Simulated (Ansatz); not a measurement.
Geometry optimisation, UKS PBE/def2-SVP in Ansatz 0.2.0.

Input:

```yaml
crystal:
  periodic: [false, false, false]
  atoms:
    - { symbol: Sn, position_ang: [-0.037409, 0.003758, -0.021892] }
    - { symbol: H, position_ang: [-0.017728, -0.077413, 1.717038] }
    - { symbol: Cl, position_ang: [2.187601, -0.025626, -0.898613] }
    - { symbol: H, position_ang: [-0.678884, 1.433335, -0.754684] }
    - { symbol: "N", position_ang: [-0.904764, -1.720311, -0.68586] }
    - { symbol: C, position_ang: [-1.704298, -2.533764, 0.208634] }
    - { symbol: H, position_ang: [-1.408207, -2.363314, 1.267272] }
    - { symbol: H, position_ang: [-2.807882, -2.349773, 0.141465] }
    - { symbol: H, position_ang: [-1.542723, -3.618293, -0.002363] }
    - { symbol: C, position_ang: [-0.951773, -2.03266, -2.103155] }
    - { symbol: H, position_ang: [-1.822736, -1.585018, -2.651282] }
    - { symbol: H, position_ang: [-0.018933, -1.698347, -2.614064] }
    - { symbol: H, position_ang: [-1.014405, -3.138069, -2.24195] }
    - { symbol: H, position_ang: [-0.022057, -0.006303, 3.574052] }
magnetization:
  spin_polarized: true
  initial_magnetization: 1
basis:
  gaussian: { orbitals: def2-SVP }
hamiltonian:
  xc: pbe
relax:
  f_tol: 0.03
  max_steps: 50
```

Launched with:

```bash
$ ansatz run input.yaml --threads 4 --pin off --max-ram 5120MiB --backend cpu --events-out ev --progress --plain --runs-dir out
```

Where does it end, and by what steps?

The run converged. The force dipped under the threshold on the way, but the program's further checks kept it going. After 36 steps the energy has fallen by 1.913 eV; Cl3 moved furthest, 1.96 Å. Parted: Sn1–H2 (1.74 → 3.56 Å). Joined: H2–H14 (1.86 → 0.77 Å).

```tsv
step	energy less start (eV)	largest force component (eV/Å)	accepted
0	0.0000	0.124	yes
2	-0.0307	0.178	yes
4	-0.3039	1.590	yes
6	-0.6037	7.709	no
8	-1.1554	0.686	yes
10	-1.4620	0.575	yes
12	-1.6621	0.394	yes
14	-1.7761	0.186	yes
16	-1.8383	0.257	yes
18	-1.8883	0.195	yes
20	-1.9038	0.113	yes
22	-1.9074	0.046	yes
24	-1.9090	0.035	yes
26	-1.9098	0.121	yes
28	-1.9108	0.015	yes
30	-1.9111	0.013	yes
32	-1.9115	0.062	yes
34	-1.9123	0.074	yes
36	-1.9126	0.021	yes
```

```xyz
14
Properties=species:S:1:pos:R:3
Sn 0.555 -0.010 -0.331
H 0.150 -0.782 3.118
Cl 1.327 0.506 -2.580
H -0.676 1.265 -0.056
N -0.893 -1.506 -0.900
C -1.835 -1.982 0.083
H -1.925 -1.269 0.928
H -2.848 -2.093 -0.375
H -1.564 -2.985 0.497
C -0.685 -2.383 -2.026
H -1.643 -2.524 -2.582
H 0.056 -1.943 -2.722
H -0.345 -3.404 -1.721
H -0.419 -0.602 3.603
```

Whether the end is a true minimum wasn't checked by a vibrational analysis.

Run time: 2 min on 4 threads of Arm Neoverse V1, with other jobs on the host, peak memory 0.2 GiB.
